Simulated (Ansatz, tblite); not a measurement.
Forces on Be₃Te₂⁺ at its PBE-D4/def2-SVP geometry. Charge 1, multiplicity 2.

In the def2 sets Te takes a core potential; there is no spin–orbit coupling. The xTB rows come from tblite. The structure comes from a short search, and lower isomers may exist.

GFN1-xTB (tblite), largest force 0.56 eV/Å:

```xyz
5
positions Å, forces eV/Å
Be    0.989    0.779    0.453    0.411    0.324    0.188
Be   -0.106   -1.263    0.428   -0.044   -0.525    0.178
Be   -0.883    0.484   -0.881   -0.367    0.201   -0.366
Te    1.137   -0.592   -1.465   -0.072    0.037    0.093
Te   -1.137    0.592    1.465    0.072   -0.037   -0.092
```

GFN2-xTB (tblite), largest force 0.45 eV/Å:

```
Be -0.335 0.074 -0.290
Be -0.019 -0.233 0.079
Be 0.356 0.183 0.203
Te 0.096 -0.062 -0.120
Te -0.097 0.038 0.128
```

PBE0-D4/def2-TZVP (Ansatz), largest force 0.56 eV/Å:

```
Be -0.250 -0.197 -0.114
Be 0.027 0.319 -0.108
Be 0.223 -0.122 0.222
Te -0.326 0.170 0.420
Te 0.326 -0.170 -0.420
```
